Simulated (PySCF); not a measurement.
Xe⁴¹⁺: fine-structure interval

Xe⁴¹⁺ [Ne] 3s2 3p1 [3p1/2^1, M_J = 1/2] → Xe⁴¹⁺ [Ne] 3s2 3p1 [3p3/2^1, M_J = 3/2], as a difference of total energies. Computed with PySCF 2.14 in an even-tempered Gaussian basis (18 s from 8.9 bohr⁻², ratio 2.4; 14 p from 12 bohr⁻², ratio 2.4; 4 d from 40 bohr⁻², ratio 2.6; 4 f from 59 bohr⁻², ratio 2.6), with the two-component X2C-1e Hamiltonian. Correlated levels: 1s2 frozen; the 54 highest virtual spinors dropped. "Screened" scales the spin-orbit matrix elements by Boettger's factors to mimic the two-electron term; Breit and QED terms are absent.

```csv
method,fine-structure interval (cm⁻¹)
GHF (screened spin-orbit),683760
GMP2 (screened spin-orbit),680580
GHF (bare spin-orbit),711370
```
